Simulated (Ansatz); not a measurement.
Relaxation of C₂H₈BFOSi (14 atoms, charge 0, multiplicity 1), to a largest force component of 0.015 eV/Å in at most 40 steps.

The calculation used RKS PBE0-D4/STO-3G in Ansatz 0.2.0.

```xyz
14
Properties=species:S:1:pos:R:3:forces:R:3
B 1.338 -1.895 1.145 -1.64 3.64 -1.28
C 0.185 -0.714 1.050 0.05 -2.43 0.53
Si 0.839 0.918 1.744 0.57 -1.20 0.65
F 2.199 1.325 0.928 -0.46 0.36 -0.09
O -0.363 2.120 1.658 0.65 0.65 -1.23
C -1.245 2.005 2.772 -0.29 -0.37 -0.12
H 2.361 -1.704 0.605 0.08 -0.24 0.01
H 1.114 -2.822 1.737 -0.10 -1.58 1.00
H -0.745 -1.064 1.622 1.38 0.78 -0.91
H -0.118 -0.576 -0.016 0.32 0.01 0.60
H 1.232 0.669 3.141 -0.21 0.25 -0.34
H -2.031 2.755 2.688 -0.45 0.60 -0.28
H -0.711 2.237 3.704 -0.14 -0.56 0.74
H -1.773 1.022 2.766 0.24 0.10 0.73
```

Where does it end, and by what steps?

The forces met the threshold. The force dipped under the threshold on the way, but the program's further checks kept it going. Limits of this set-up: minimal basis. After 14 steps the energy has fallen by 0.546 eV; H8 moved furthest, 0.60 Å.

```csv
step,energy less start (eV),largest force component (eV/Å),accepted
0,0.0000,3.644,yes
1,-0.4288,0.970,yes
2,-0.3667,1.613,no
3,-0.4918,0.461,yes
4,-0.5178,0.216,yes
5,-0.5299,0.132,yes
6,-0.4478,1.219,no
7,-0.5412,0.126,yes
8,-0.5428,0.238,yes
9,-0.5443,0.140,yes
10,-0.5438,0.202,no
11,-0.5456,0.044,yes
12,-0.5461,0.016,yes
13,-0.5463,0.011,yes
14,-0.5464,0.010,yes
```

```xyz
14
Properties=species:S:1:pos:R:3
B 1.268 -1.819 1.143
C 0.192 -0.730 1.064
Si 0.926 0.858 1.806
F 2.166 1.400 0.898
O -0.212 2.136 1.738
C -1.271 1.944 2.706
H 2.026 -1.981 0.262
H 1.400 -2.456 2.119
H -0.691 -0.949 1.676
H -0.122 -0.485 0.044
H 1.341 0.620 3.179
H -1.917 2.840 2.675
H -0.905 1.832 3.749
H -1.915 1.066 2.487
```

Whether the end is a true minimum wasn't checked by a vibrational analysis.

Run time: 63 s on 1 thread of Arm Neoverse V1 (shared host), peak memory 0.21 GiB.
